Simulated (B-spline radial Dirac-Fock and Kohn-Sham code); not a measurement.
## Satellites and hypersatellites of the K lines of Sc³⁺

System: Sc³⁺ in the configuration [Ne] 3s2 3p6.

These are calculated numbers from an atomic code on a B-spline grid; the model is Dirac-Fock energy differences between relaxed states, corrected for Breit and QED terms. Each two-hole energy is an average over J within one jj subconfiguration, not an observable level; in light atoms, where LS coupling holds, the j-resolved values are not observed lines, and for a K spectator the Kα1 hypersatellite is nearly forbidden. Correlation energy is missing from these numbers.

Lines without a spectator: Kα2 (K-L2) 4084.4 eV, Kα1 (K-L3) 4088.9 eV, Kβ3 (K-M2) 4463.8 eV, Kβ1 (K-M3) 4464.3 eV. Shifts in eV with one spectator hole (a dash: not computed, or left out as unreliable):

```tsv
spectator hole	Kα2	Kα1	Kβ3	Kβ1
L2 (2p1/2)	+17.86	+22.06	–	+56.1
L3 (2p3/2)	+21.05	+19.98	+55.0	–
M2 (3p1/2)	–	+1.35	+5.70	+6.93
M3 (3p3/2)	+1.26	–	+6.75	+6.40
```

Q: Where does the K-L3 hypersatellite lie, emitted when both K electrons are missing?

A: +216.9 eV from the normal line, at 4305.7 eV. Removing both K electrons costs 9369.7 eV, which is 296.5 eV more than twice the K binding energy. In light atoms the observed hypersatellite is the ¹S₀ → ¹P₁ component, which lies below this average, and the triplet component is nearly forbidden.

With n spectator holes in 2p, averaged over the 2p shell (energies in eV):

| n | KαLⁿ | step | hypersatellite KαʰLⁿ |
| --- | --- | --- | --- |
| 0 | 4087.4 | – | 4303.9 |
| 1 | 4108.0 | +20.7 | 4326.0 |
| 2 | 4130.1 | +22.1 | 4349.4 |
| 3 | 4153.5 | +23.4 | 4374.2 |
| 4 | 4178.4 | +24.8 | 4400.3 |
| 5 | 4204.5 | +26.2 | 4427.8 |
